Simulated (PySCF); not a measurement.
C4H12Ge (SMILES C[C](C)(C)[GeH3]), singlet, geometry from GFN2-xTB; CAMB3LYP/STO-3G (PySCF).

Here is a job for PySCF.
```python
from pyscf import gto, scf, dft

mol = gto.Mole()
mol.atom = '''
    Ge    0.46067749    1.06204801    0.12669895
    C    -0.33250695   -0.76656304   -0.09144853
    C    -0.54526840   -1.38912251    1.28414072
    C     0.62092744   -1.63364519   -0.90644850
    C    -1.66922811   -0.65105376   -0.81596744
    H     1.77325686    1.02052520    0.84917919
    H     0.71116687    1.72497062   -1.19404141
    H    -0.43786689    1.97264572    0.90772151
    H    -0.97730640   -2.38574086    1.19286179
    H     0.40123205   -1.47487690    1.81709018
    H    -1.22068345   -0.77771783    1.88185265
    H     1.58399317   -1.72153951   -0.40441293
    H     0.78683792   -1.19965205   -1.89203244
    H     0.21215454   -2.63544972   -1.03884633
    H    -1.53507939   -0.20214585   -1.79970853
    H    -2.36130886   -0.03026137   -0.24773062
    H    -2.12162005   -1.63398667   -0.94795695
'''
mol.basis = 'sto-3g'
mol.verbose = 4
mol.symmetry = True
mol.build()

mf = dft.RKS(mol)
mf.xc = 'camb3lyp'
mf.kernel()
mf.analyze()
```

What the program printed (banner, timings and long lists left out):

```
PySCF version 2.14.0

[INPUT] verbose = 4
[INPUT] num. atoms = 17
[INPUT] num. electrons = 68
[INPUT] charge = 0
[INPUT] spin (= nelec alpha-beta = 2S) = 0
[INPUT] symmetry True subgroup None
[INPUT] Mole.unit = angstrom
[INPUT] Symbol           X                Y                Z      unit          X                Y                Z       unit  Magmom
[...]
nuclear repulsion = 378.205977733356
point group symmetry = C3, use subgroup C1
symmetry origin: [-1.94530624e-09  2.77900904e-09  2.77900931e-10]
symmetry axis x: [ 0.89904005 -0.40871242  0.15710234]
symmetry axis y: [ 0.18773774  0.03566461 -0.98157148]
symmetry axis z: [0.39557747 0.91196611 0.10879466]
num. orbitals of irrep A = 50
number of shells = 32
number of NR pGTOs = 150
number of NR cGTOs = 50
basis = sto-3g
ecp = {}

******** <class 'pyscf.dft.rks.RKS'> ********
method = RKS
initial guess = minao
damping factor = 0
level_shift factor = 0
DIIS = <class 'pyscf.scf.diis.CDIIS'>
diis_start_cycle = 1
diis_space = 8
diis_damp = 0
SCF conv_tol = 1e-09
SCF conv_tol_grad = None
SCF max_cycles = 50
direct_scf = True
direct_scf_tol = 1e-13
XC library pyscf.dft.libxc version 7.1.2
    S. Lehtola, C. Steigemann, M. J. T. Oliveira, and M. A. L. Marques,  SoftwareX 7, 1–5 (2018)
XC functionals = camb3lyp
    T. Yanai, D. P. Tew, and N. C. Handy,  Chem. Phys. Lett. 393, 51 (2004)
radial grids:
    Treutler-Ahlrichs [JCP 102, 346 (1995); DOI:10.1063/1.469408] (M4) radial grids

becke partition: Becke, JCP 88, 2547 (1988); DOI:10.1063/1.454033
pruning grids: <function nwchem_prune>
grids dens level: 3
symmetrized grids: True
atomic radii adjust function: <function treutler_atomic_radii_adjust>
small_rho_cutoff = 0
Set gradient conv threshold to 3.16228e-05
Initial guess from minao.
tot grids = 194808
init E= -2208.66533017448
[...]
cycle= 1 E= -2210.7005370931  delta_E= -2.04  |g|= 0.445  |ddm|= 4.63
[...]
cycle= 2 E= -2210.77112483628  delta_E= -0.0706  |g|= 0.205  |ddm|= 1.23
[...]
cycle= 3 E= -2210.78502026335  delta_E= -0.0139  |g|= 0.0132  |ddm|= 0.353
[...]
cycle= 4 E= -2210.78510310415  delta_E= -8.28e-05  |g|= 0.00478  |ddm|= 0.0352
[...]
cycle= 5 E= -2210.78510952749  delta_E= -6.42e-06  |g|= 0.00115  |ddm|= 0.00734
[...]
cycle= 6 E= -2210.78510996232  delta_E= -4.35e-07  |g|= 0.000118  |ddm|= 0.00181
[...]
cycle= 7 E= -2210.78510996786  delta_E= -5.54e-09  |g|= 3.84e-05  |ddm|= 0.000252
[...]
cycle= 8 E= -2210.78510996835  delta_E= -4.9e-10  |g|= 7.34e-06  |ddm|= 6.26e-05
[...]
Extra cycle  E= -2210.78510996836  delta_E= -1.14e-11  |g|= 3.41e-06  |ddm|= 1.81e-05
converged SCF energy = -2210.78510996836
**** SCF Summaries ****
Total Energy =                       -2210.785109968360757
Nuclear Repulsion Energy =             378.205977733356178
One-electron Energy =                -3842.653925925127623
Two-electron Energy =                 1253.662838223410745
Two-electron Coulomb Energy =         1359.627829720004456
DFT Exchange-Correlation Energy =     -105.964991496593697
HOMO-LUMO gap [eV] =                    15.126703627489752
**** MO energy ****
[...]
 ** Mulliken pop on meta-lowdin orthogonal AOs  **
 ** Mulliken pop  **
 ** Mulliken atomic charges  **
charge of    0Ge =      0.36555
charge of    1C =     -0.04365
charge of    2C =     -0.14649
charge of    3C =     -0.14650
charge of    4C =     -0.14650
charge of    5H =     -0.08969
charge of    6H =     -0.08969
charge of    7H =     -0.08969
charge of    8H =      0.04267
charge of    9H =      0.04313
charge of   10H =      0.04309
charge of   11H =      0.04309
charge of   12H =      0.04313
charge of   13H =      0.04267
charge of   14H =      0.04309
charge of   15H =      0.04313
charge of   16H =      0.04267
Dipole moment(X, Y, Z, Debye): -0.06209, -0.14313, -0.01707
```
